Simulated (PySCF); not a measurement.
Al(Cl)(H)(SMe) (CH₄AlClS), SMILES C[S][AlH][Cl]. Coordinates come from a TPSSh-D3(BJ)/def2-SVP optimisation. One conformer was computed; it need not be the lowest.

Problem. Give the equilibrium geometry at TPSSh-D3(BJ)/def2-SVP (PySCF confirms it by a frequency run) as a Z-matrix, and its point group. (The exact figures need the calculation; the answer reports its results.)

Solution. This is not unique; one that fits is point group Cs.
```
S
C 1 1.8468
H 2 1.0979 1 108.27
H 2 1.0979 3 109.61 1 117.91
H 2 1.0995 3 109.31 4 119.79
Al 1 2.1702 2 100.71 3 -120.62
H 6 1.5734 1 121.34 2 0.00
Cl 6 2.1066 7 121.11 5 -180.00
```
Charge 0, spin multiplicity 1.
